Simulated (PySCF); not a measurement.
Compound: C₇H₁₃P.
SMILES with atom numbers: `[CH3:1][CH2:2][C:3]1=[C:4]([CH3:5])[CH2:6][CH2:7][PH:8]1`

Structure used (GFN2-xTB), in Å, numbered top down from 1:
```
atom  x, y, z in Å
C1     2.468   -0.815   -0.657
C2     1.814   -0.064    0.501
C3     0.325   -0.200    0.430
C4    -0.569    0.682   -0.017
C5    -0.303    2.063   -0.523
C6    -2.007    0.233    0.034
C7    -2.012   -1.293    0.113
P8    -0.422   -1.803    0.936
H9     2.168   -0.379   -1.607
H10    2.154   -1.857   -0.643
H11    3.552   -0.774   -0.579
H12    2.111    0.987    0.478
H13    2.164   -0.492    1.445
H14   -0.926    2.781    0.010
H15    0.739    2.345   -0.403
H16   -0.557    2.124   -1.581
H17   -2.565    0.588   -0.836
H18   -2.479    0.663    0.925
H19   -2.005   -1.726   -0.892
H20   -2.877   -1.696    0.642
H21   -0.783   -1.350    2.223
```

NICS is the negative of the GIAO shielding at a point without a nucleus: at the ring centre (0) and 1 Å above and below it (1); zz is the component along the ring normal. Level: GIAO PBE0/pcSseg-1 (PySCF, non-relativistic, gas phase) on the GFN2-xTB geometry, one conformer.

Ring bond lengths (Å), with Mayer bond orders in brackets: C3–C4 1.334 (1.78), C4–C6 1.508 (1.04), C6–C7 1.528 (1.03), C7–P8 1.862 (0.97), P8–C3 1.840 (0.97).

Task: Give the NICS values of each ring in ppm.

Result: 
| ring | type | NICS(0) | NICS(1), two faces | NICS(1)zz, two faces | rms pucker (Å) | centre to ring atoms, mean (Å) |
| --- | --- | --- | --- | --- | --- | --- |
| C3–C4–C6–C7–P8 | 5-membered ring with P; formal bonds 1 double, 4 single | -3.0 | -4.7 / -2.5 | -2.9 / 0.1 | 0.13 | 1.36 |

Task: What can be read from them?

Result: 
- C3–C4–C6–C7–P8: mean NICS(1)zz -1.4 ppm, near zero. C6, C7 have four or more neighbours, and the NICS criterion for π rings isn't applied. The two faces differ by 3.0 ppm, so no symmetry operation interchanges them.

Task: What field does 14.1 T along the ring normal induce along that normal at the first NICS(1) probe listed for ring C3–C4–C6–C7–P8, 1 Å off the ring?

Result: NICSzz × B0 = -2.9 ppm × 14.1 T = -41 μT, against the applied field.

Task: Give the inner angles of the rings and the Hirshfeld charges of the ring atoms.

Result: 
- C3–C4–C6–C7–P8: C3 113.4° (-0.055 e), C4 115.5° (+0.005 e), C6 107.6° (-0.073 e), C7 107.1° (-0.113 e), P8 89.2° (+0.100 e); sum 532.8° against 540° for a flat convex ring.
